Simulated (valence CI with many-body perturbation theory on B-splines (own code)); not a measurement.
**Missing levels of Ce XLV**

Level of theory: valence CI with perturbative core correlation (CI+MBPT): four valence electrons over a frozen Dirac-Fock core [Ne], radial functions for each j: 11 s, 11 p, 10 d, 8 f, 5 g, 2 h, with the one-electron correlation potential Σ1, the two-electron term Σ2, the three-electron term Σ3, Breit, model QED; selected CI, second order for the rest, scaled by the run's own slope (own B-spline code, finite nucleus).

The last digits are not significant, and no measured levels were compared; by estimate large intervals hold to a few tenths of a per cent, small ones and those within an open d or f shell to about a per cent. Among the levels kept, up to 550 cm⁻¹ of a level comes from second order outside the variational space, and about a tenth of that is noise between levels of different J, which matters for small intervals.

| Level | E (cm⁻¹) |
| --- | --- |
| (3s^2 3p1/2^2) J=0 | 0 |
| (3s^2 3p1/2 3p3/2) J=1 | 849820 |
| (3s^2 3p1/2 3p3/2) J=2 | ? |
| (3s 3p1/2^2 3p3/2) J=2 | 1771000 |
| (3s^2 3p3/2^2) J=2 | 1797300 |
| (3s^2 3p3/2^2) J=0 | 1919900 |
| (3s 3p1/2^2 3p3/2) J=1 | 1945000 |
| (3s^2 3p1/2 3d3/2) J=2 | 2151500 |
| (3s^2 3p1/2 3d3/2) J=1 | 2392100 |
| (3s^2 3p1/2 3d5/2) J=2 | 2420500 |
| (3s^2 3p1/2 3d5/2) J=3 | 2448600 |
| (3s 3p1/2 3p3/2^2) J=2 [a] | 2645900 |
| (3s 3p1/2 3p3/2^2) J=3 | ? |
| (3s 3p1/2 3p3/2^2) J=0 | 2775400 |
| (3s 3p1/2 3p3/2^2) J=1 [a] | ? |
| (3s 3p1/2 3p3/2^2) J=2 [b] | ? |
| (3s 3p1/2 3p3/2^2) J=1 [b] | 2932400 |
| (3s 3p1/2^2 3d3/2) J=1 | ? |
| (3s 3p1/2^2 3d3/2) J=2 | ? |
| (3s^2 3p3/2 3d3/2) J=3 | 3229500 |

Levels are named by their leading jj configuration (3d3/2^4 stands for four electrons in 3d with j = 3/2), which in mixed levels can hold well under half, so a name can repeat and another be missing. Letters in brackets count levels of one name in rising energy.

Q: The levels stand in rising order. What does the calculation give for the missing energies?

A: (3s^2 3p1/2 3p3/2) J=2 906440; (3s 3p1/2 3p3/2^2) J=3 2712900; (3s 3p1/2 3p3/2^2) J=1 [a] 2849500; (3s 3p1/2 3p3/2^2) J=2 [b] 2871300; (3s 3p1/2^2 3d3/2) J=1 3092800; (3s 3p1/2^2 3d3/2) J=2 3130200.
